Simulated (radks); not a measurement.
The numbers below are computed, except where a source is named.
Task: Ti I, 22 electrons, occupied as [Ar] 3d2 4s2. Level of theory: scalar-relativistic Kohn-Sham, PBE, spin-polarised, spherical densities, finite nucleus; open shells are filled with parallel spins first; Fermi nuclear charge, rms radius 3.5921 fm (a radial shooting solver on a logarithmic mesh with Libxc functionals). Some entries of the table are withheld. Estimate them.

orbital,occ.,eigenvalue (hartree),<1/r> (bohr^-1),r(max) (bohr)
1s down,1,-178.9181,21.80,0.04555
1s up,1,-178.9177,21.80,0.04555
2s up,1,-19.73113,4.546,0.2689
2s down,1,-19.71164,4.549,0.2688
2p up,3,-16.32325,4.448,0.2196
2p down,3,-16.30820,4.452,0.2195
3s up,1,(1),1.396,0.8697
3s down,1,(2),1.395,0.8694
3p up,3,-1.45087,1.263,0.9023
3p down,3,-1.38746,1.262,0.9019
3d up,2,-0.17711,(3),0.9809
4s up,1,-0.17158,0.3760,2.879
4s down,1,-0.15338,0.3584,2.994
3d down,0,-0.12260,(4),0.9858

Result: 
(1) 3s up eigenvalue (hartree): -2.32435
(2) 3s down eigenvalue (hartree): -2.26040
(3) 3d up <1/r> (bohr^-1): 0.8745
(4) 3d down <1/r> (bohr^-1): 0.8406
